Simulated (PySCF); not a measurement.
SMILES COC(=O)CC(C)=O, GFN2-xTB optimised geometry.

```
16

C      2.09     1.39     0.02
O      1.45     0.11     0.00
C      0.12     0.11     0.00
O     -0.55     1.11     0.00
C     -0.42    -1.30     0.02
C     -1.10    -1.52     1.37
C     -2.45    -0.88     1.48
O     -0.56    -2.13     2.25
H      1.73     2.00    -0.80
H      1.87     1.90     0.96
H      3.15     1.20    -0.07
H      0.40    -2.00    -0.10
H     -1.15    -1.40    -0.78
H     -3.15    -1.40     0.83
H     -2.38     0.15     1.13
H     -2.81    -0.91     2.50
```

Density from CAM-B3LYP/def2-TZVP (PySCF) at that geometry.

Minimum of the electron density along straight lines between bonded atoms, close to the bond critical point (lines longer than 1.1 times the sum of covalent radii, or with two minima, are not listed):

| bond | length / Å | ρ at the minimum / e bohr⁻³ | ∇²ρ there / e bohr⁻⁵ | position (fraction from the first atom) |
|---|---|---|---|---|
| C1–O2 | 1.423 | 0.249 | -0.47 | 0.35 |
| O2–C3 | 1.330 | 0.321 | -0.70 | 0.66 |
| C3–O4 | 1.203 | 0.436 | -0.30 | 0.34 |
| C3–C5 | 1.516 | 0.258 | -0.67 | 0.53 |
| C5–C6 | 1.529 | 0.252 | -0.65 | 0.50 |
| C6–C7 | 1.498 | 0.268 | -0.73 | 0.52 |
| C6–O8 | 1.201 | 0.432 | -0.13 | 0.34 |
| C1–H9 | 1.092 | 0.286 | -1.03 | 0.65 |
| C1–H10 | 1.092 | 0.286 | -1.02 | 0.65 |
| C1–H11 | 1.087 | 0.290 | -1.05 | 0.65 |
| C5–H12 | 1.089 | 0.284 | -1.00 | 0.65 |
| C5–H13 | 1.089 | 0.280 | -0.97 | 0.65 |
| C7–H14 | 1.088 | 0.276 | -0.94 | 0.64 |
| C7–H15 | 1.089 | 0.280 | -0.97 | 0.65 |
| C7–H16 | 1.087 | 0.282 | -0.99 | 0.65 |
